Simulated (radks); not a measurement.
Coulomb parameter of the 4d shell of the molybdenum ion Mo2+ in the model configuration [Kr] 4d2.5 5p1.5, as a second difference U = [E(n + 0.5) + E(n - 0.5) - 2 E(n)] / (0.5)^2 with all orbitals relaxed. "Bare": the charge of the atom changes with n. "Screened": the 5p shell takes up the change at fixed total charge, which measures U(4d,4d) + U(5p,5p) - 2 U(4d,5p). All-electron calculation, Dirac Kohn-Sham, LDA (Slater exchange, Perdew-Wang correlation), spin-unpolarised, spherical densities, point nucleus; open shells are shared between the two j in proportion to 2j + 1. Program: a radial shooting solver on a logarithmic mesh with Libxc functionals.

| case | configuration | E - E(n) (eV) |
|---|---|---|
| start | [Kr] 4d2.5 5p1.5 | 0.000 |
| bare +0.5 | [Kr] 4d3 5p1.5 | -12.027 |
| bare -0.5 | [Kr] 4d2 5p1.5 | 15.003 |
| screened +0.5 | [Kr] 4d3 5p1 | -5.414 |
| screened -0.5 | [Kr] 4d2 5p2 | 6.024 |

U(bare) = 11.904 eV, U(screened by 5p) = 2.441 eV.
